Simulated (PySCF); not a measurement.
Pb(Cl)(SH) (ClHPbS), SMILES [SH][Pb][Cl] (connectivity only; charge and spin as stated), neutral, multiplicity 1.

Coordinates come from a PBE-D3(BJ)/def2-TZVP optimisation. The def2 effective core potentials stand for the cores of Pb; spin–orbit coupling is left out. One conformer was computed; it need not be the lowest.

All values below come from PBE-D3(BJ)/def2-TZVP run with PySCF 2.14.0.

Frequencies are harmonic and unscaled.

```tsv
mode	ν (cm⁻¹)	IR (km/mol)	moving atoms (share of kinetic energy)
1	90	1.3	Cl 44 %, S 43 %, Pb 11 %
2	289	51.3	S 60 %, Cl 23 %, Pb 15 %
3	295	10.0	H 96 %
4	305	31.8	Cl 63 %, S 22 %, Pb 13 %
5	594	7.4	H 94 %
6	2601	1.7	H 97 %
```
